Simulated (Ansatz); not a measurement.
```yaml
crystal:
  periodic: [false, false, false]
  atoms:
    - {symbol: Ga, position_ang: [-0.710534, -1.493917, -0.021602]}
    - {symbol: Sb, position_ang: [1.562486, 0.172251, 0.047881]}
    - {symbol: Sb, position_ang: [-0.851953, 1.321665, -0.026279]}
basis:
  gaussian: {orbitals: def2-TZVP}
total_charge: -1
magnetization: {spin_polarized: true, initial_magnetization: 0}
hamiltonian: {xc: {name: BLYP}}
output: {forces: true}
```

```sh
$ ansatz run in.yaml --threads 4 --pin off --events-out ev --progress --plain --max-ram 3916MiB
```

It prints (some lines left out):

```
Functional definition: BLYP
1134 factors; their error is unknown
mean field evaluation 1: about -65454.9244 eV, gradient 2.4e1 eV
mean field evaluation 2: about -65453.7219 eV, gradient 3.5e1 eV
mean field evaluation 4: about -65455.8280 eV, gradient 2.1e0 eV
mean field evaluation 8: about -65455.8556 eV, gradient 1.1e-1 eV
mean field evaluation 16: about -65455.8369 eV, gradient 1.6e-4 eV
mean field evaluation 32: about -65454.7338 eV, gradient 1.3e-2 eV
mean field evaluation 64: about -65455.2561 eV, gradient 2.2e-6 eV
mean field evaluation 96: about -65454.2513 eV, gradient 6.8e0 eV
mean field evaluation 128: about -65452.5790 eV, gradient 6.5e-1 eV
mean field -65455.83688401 eV, -2405.4576379276 hartree, gradient 5.5e-6 eV, S^2 0.000000; 11 other end points of the search recorded, 0 dependent functions left out
reference -65455.83713521 eV, -2405.4576471589 hartree; 39, 39 occupied and 109, 109 virtual orbitals, 1134 factors
Total energy: -65455.83713521 eV, -2405.4576471589 hartree
Atom 0 at    -0.710534    -1.493917    -0.021602 Å, force    -0.123229    -0.259124    -0.003746 eV/Å
Atom 1 at     1.562486     0.172251     0.047881 Å, force     0.455487    -0.057958     0.013971 eV/Å
Atom 2 at    -0.851953     1.321665    -0.026279 Å, force    -0.332257     0.317082    -0.010225 eV/Å
Dipole moment:     0.042492     0.089343     0.001292 e Å
```

Run time 13 s (4 threads of Intel Xeon on a shared host).

In the def2 sets Sb takes a core potential; there is no spin–orbit coupling. The highest occupied level of an anion often lies above zero with these methods, and sets without diffuse functions describe the outer electron poorly.

The dipole of an ion depends on the origin.
